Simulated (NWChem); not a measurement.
System: SiHBr, singlet; SMILES [SiH]Br

The following NWChem deck was run.

```
start job
memory heap 200 mb stack 900 mb global 1100 mb
geometry units angstroms noautoz
  Si     0.100618    -1.579925     0.000000
  H     -1.442655    -1.747775     0.000000
  Br     0.017377     0.688758     0.000000
end
basis spherical
  * library def2-tzvp
end
dft
  xc becke97-d
  disp vdw 2
  iterations 150
  mulliken
end
task dft energy
```

Low-valent species are run as closed-shell singlets; no triplet was tried in these runs. Coordinates come from a PBE-D3(BJ)/def2-SVP optimisation.

Q: What results follow from this input? (B97-D/def2-TZVP.) Quantities: energy (Ha); highest occupied level (eV); orbital gap (eV); dipole (D).

A: 
```json
{
 "energy (Ha)": "-2865.56",
 "highest occupied level (eV)": "-5.94",
 "orbital gap (eV)": "2.09",
 "dipole (D)": "1.03"
}
```
